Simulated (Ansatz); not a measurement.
Reaction (ligand exchange at the Al–C bond): `C[SiH2][CH2][AlH2]` + `NCS` → `NC[S][AlH2]` + `C[SiH2]C`

Gas-phase electronic energies from Ansatz, PBE0-D4/def2-TZVP geometries. CBS: MP2 limit from def2 TZ/QZ plus the TZ coupled-cluster correction, frozen cores. Functionals use def2-TZVPP. B3LYP here is the variant with VWN-RPA as its local correlation; programs differ in this. One conformer a species, not always the lowest.

| level | ΔE (kJ/mol) | difference from CCSD(T)/CBS |
| --- | --- | --- |
| PBE-D4 | -108.2 | -1.6 |
| r2SCAN-D4 | -110.2 | -3.6 |
| PBE0-D4 | -107.5 | -0.9 |
| ωB97X-V | -104.9 | 1.7 |
| ωB97M-V | -104.4 | 2.2 |
| r2SCAN | -110.5 | -3.9 |
| B3LYP | -109.5 | -2.9 |
| HF/def2-TZVPP | -110.2 | -3.6 |
| MP2/def2-TZVPP | -107.5 | -0.9 |
| SCS-MP2/def2-TZVPP | -106.2 | 0.4 |
| CCSD/def2-TZVPP | -104.4 | 2.2 |
| CCSD(T)/def2-TZVPP | -105.1 | 1.5 |
| MP2/def2-QZVPP | -108.0 | -1.4 |
| HF/CBS(def2) | -109.1 | -2.5 |
| MP2/CBS(def2) | -109.0 | -2.4 |
| CCSD/CBS(def2) | -105.9 | 0.7 |
| CCSD(T)/CBS | -106.6 | 0 |

Largest T1 diagnostic among the species: 0.011.
